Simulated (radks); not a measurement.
The numbers below are computed, except where a source is named.
Q: Spherical quantum dot in the effective-mass picture: electrons in a hard-walled sphere of radius 4.88, with a point charge +1 (a donor) at the centre, all in effective atomic units (hartree* = m*/eps^2 hartree, bohr* = eps/m* bohr), one dielectric constant everywhere. Level of theory: non-relativistic Kohn-Sham, PBEsol, spin-polarised, spherical densities (a radial shooting solver with Libxc functionals). Levels are named by radial order and angular momentum (1s, 1p, 1d, 2s, ...), and open shells are averaged over m. Results are scaled to m* = 0.178 and eps = 8.1, for which hartree* = 73.82 meV and bohr* = 2.408 nm. At N = 27 the configuration is 1s2 1p6 1d10 2s(up 1, down 0) 1f(up 7, down 1). Does electron 28 go into 2s down or 1f down or 1g up?

A: Into 1f down. The total energies of the other choices lie higher by 8.79 meV (2s down), 18.9 meV (1g up).
